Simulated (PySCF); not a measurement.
C₄H₁₆Al₂N₂, singlet, GFN2-xTB optimised geometry.

```
24

Al    -1.42     0.01     0.00
Al     1.42     0.01     0.00
N      0.00     1.38     0.00
H      0.00     1.99     0.81
H      0.00     1.99    -0.81
C     -2.30     0.02    -1.78
H     -2.94    -0.85    -1.93
H     -1.60     0.03    -2.63
H     -2.95     0.89    -1.91
C     -2.27    -0.01     1.80
H     -2.92    -0.88     1.94
H     -2.92     0.86     1.95
H     -1.56    -0.02     2.63
N      0.00    -1.36    -0.02
H      0.00    -1.99     0.78
H      0.00    -1.96    -0.84
C      2.30     0.02    -1.78
H      2.95    -0.85    -1.93
H      2.95     0.89    -1.92
H      1.60     0.02    -2.63
C      2.27    -0.01     1.80
H      2.92    -0.88     1.94
H      1.56    -0.01     2.63
H      2.92     0.86     1.95
```

Density from PBE0/def2-SVP (PySCF) at that geometry.

Minimum of the electron density along straight lines between bonded atoms, close to the bond critical point (lines longer than 1.1 times the sum of covalent radii, or with two minima, are not listed):

```json
[
 {"bond": "Al1–N3", "length / Å": "1.974", "ρ at the minimum / e bohr⁻³": "0.062", "∇²ρ there / e bohr⁻⁵": "0.36", "position (fraction from the first atom)": "0.41"},
 {"bond": "Al2–N3", "length / Å": "1.974", "ρ at the minimum / e bohr⁻³": "0.062", "∇²ρ there / e bohr⁻⁵": "0.36", "position (fraction from the first atom)": "0.41"},
 {"bond": "N3–H4", "length / Å": "1.018", "ρ at the minimum / e bohr⁻³": "0.324", "∇²ρ there / e bohr⁻⁵": "-1.49", "position (fraction from the first atom)": "0.77"},
 {"bond": "N3–H5", "length / Å": "1.018", "ρ at the minimum / e bohr⁻³": "0.324", "∇²ρ there / e bohr⁻⁵": "-1.49", "position (fraction from the first atom)": "0.77"},
 {"bond": "Al1–C6", "length / Å": "1.989", "ρ at the minimum / e bohr⁻³": "0.078", "∇²ρ there / e bohr⁻⁵": "0.31", "position (fraction from the first atom)": "0.40"},
 {"bond": "C6–H7", "length / Å": "1.094", "ρ at the minimum / e bohr⁻³": "0.264", "∇²ρ there / e bohr⁻⁵": "-0.90", "position (fraction from the first atom)": "0.62"},
 {"bond": "C6–H8", "length / Å": "1.095", "ρ at the minimum / e bohr⁻³": "0.263", "∇²ρ there / e bohr⁻⁵": "-0.89", "position (fraction from the first atom)": "0.62"},
 {"bond": "C6–H9", "length / Å": "1.094", "ρ at the minimum / e bohr⁻³": "0.264", "∇²ρ there / e bohr⁻⁵": "-0.90", "position (fraction from the first atom)": "0.62"},
 {"bond": "Al1–C10", "length / Å": "1.989", "ρ at the minimum / e bohr⁻³": "0.078", "∇²ρ there / e bohr⁻⁵": "0.31", "position (fraction from the first atom)": "0.40"},
 {"bond": "C10–H11", "length / Å": "1.094", "ρ at the minimum / e bohr⁻³": "0.264", "∇²ρ there / e bohr⁻⁵": "-0.90", "position (fraction from the first atom)": "0.62"},
 {"bond": "C10–H12", "length / Å": "1.094", "ρ at the minimum / e bohr⁻³": "0.264", "∇²ρ there / e bohr⁻⁵": "-0.90", "position (fraction from the first atom)": "0.62"},
 {"bond": "C10–H13", "length / Å": "1.095", "ρ at the minimum / e bohr⁻³": "0.263", "∇²ρ there / e bohr⁻⁵": "-0.89", "position (fraction from the first atom)": "0.62"},
 {"bond": "Al1–N14", "length / Å": "1.974", "ρ at the minimum / e bohr⁻³": "0.062", "∇²ρ there / e bohr⁻⁵": "0.36", "position (fraction from the first atom)": "0.41"},
 {"bond": "Al2–N14", "length / Å": "1.974", "ρ at the minimum / e bohr⁻³": "0.062", "∇²ρ there / e bohr⁻⁵": "0.36", "position (fraction from the first atom)": "0.41"},
 {"bond": "N14–H15", "length / Å": "1.018", "ρ at the minimum / e bohr⁻³": "0.324", "∇²ρ there / e bohr⁻⁵": "-1.49", "position (fraction from the first atom)": "0.77"},
 {"bond": "N14–H16", "length / Å": "1.018", "ρ at the minimum / e bohr⁻³": "0.324", "∇²ρ there / e bohr⁻⁵": "-1.49", "position (fraction from the first atom)": "0.77"},
 {"bond": "Al2–C17", "length / Å": "1.989", "ρ at the minimum / e bohr⁻³": "0.078", "∇²ρ there / e bohr⁻⁵": "0.31", "position (fraction from the first atom)": "0.40"},
 {"bond": "C17–H18", "length / Å": "1.094", "ρ at the minimum / e bohr⁻³": "0.264", "∇²ρ there / e bohr⁻⁵": "-0.90", "position (fraction from the first atom)": "0.62"},
 {"bond": "C17–H19", "length / Å": "1.094", "ρ at the minimum / e bohr⁻³": "0.264", "∇²ρ there / e bohr⁻⁵": "-0.90", "position (fraction from the first atom)": "0.62"},
 {"bond": "C17–H20", "length / Å": "1.095", "ρ at the minimum / e bohr⁻³": "0.263", "∇²ρ there / e bohr⁻⁵": "-0.89", "position (fraction from the first atom)": "0.62"},
 {"bond": "Al2–C21", "length / Å": "1.989", "ρ at the minimum / e bohr⁻³": "0.078", "∇²ρ there / e bohr⁻⁵": "0.31", "position (fraction from the first atom)": "0.40"},
 {"bond": "C21–H22", "length / Å": "1.094", "ρ at the minimum / e bohr⁻³": "0.264", "∇²ρ there / e bohr⁻⁵": "-0.90", "position (fraction from the first atom)": "0.62"},
 {"bond": "C21–H23", "length / Å": "1.095", "ρ at the minimum / e bohr⁻³": "0.263", "∇²ρ there / e bohr⁻⁵": "-0.89", "position (fraction from the first atom)": "0.62"},
 {"bond": "C21–H24", "length / Å": "1.094", "ρ at the minimum / e bohr⁻³": "0.264", "∇²ρ there / e bohr⁻⁵": "-0.90", "position (fraction from the first atom)": "0.62"}
]
```
